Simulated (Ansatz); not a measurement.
Consider the cleavage of the Si–Si bond: `[SiH3][SiH]1CO1` + H₂Te → `[TeH][SiH]1CO1` + SiH₄.

Calculated with Ansatz (gas phase, PBE0-D4/def2-TZVP geometries, no zero-point term in ΔE). CBS: MP2 limit from def2 TZ/QZ plus the TZ coupled-cluster correction, frozen cores. This one scheme is used for every species. DFT in def2-TZVPP. B3LYP here is the variant with VWN-RPA as its local correlation; programs differ in this. Elements past krypton have def2 core potentials. For Te outer-core shells are correlated without core-valence functions, which leaves a few kJ/mol of doubt a bond.

```tsv
level	ΔE (kJ/mol)	difference from CCSD(T)/CBS
PBE-D4	-56.3	12.1
r2SCAN-D4	-62.6	5.8
PBE0-D4	-59.5	8.9
B3LYP-D4	-62.8	5.6
ωB97X-V	-61.1	7.3
ωB97M-V	-65.5	2.9
B2PLYP	-65.9	2.5
PBE	-55.1	13.3
r2SCAN	-62.5	5.9
PBE0	-58.4	10.0
B3LYP	-60.5	7.9
HF/def2-TZVPP	-68.4	0.0
MP2/def2-TZVPP	-75.8	-7.4
SCS-MP2/def2-TZVPP	-72.5	-4.1
CCSD/def2-TZVPP	-62.1	6.3
CCSD(T)/def2-TZVPP	-62.8	5.6
HF/def2-QZVPP	-68.8	-0.4
MP2/def2-QZVPP	-79.2	-10.8
SCS-MP2/def2-QZVPP	-75.5	-7.1
HF/CBS(def2)	-68.8	-0.4
MP2/CBS(def2)	-81.5	-13.1
CCSD/CBS(def2)	-67.7	0.7
CCSD(T)/CBS	-68.4	0
```

Largest T1 diagnostic among the species: 0.015.

From PBE to PBE0 (25 % exact exchange), in def2-TZVPP and without D4, ΔE moves by −3.3 kJ/mol.
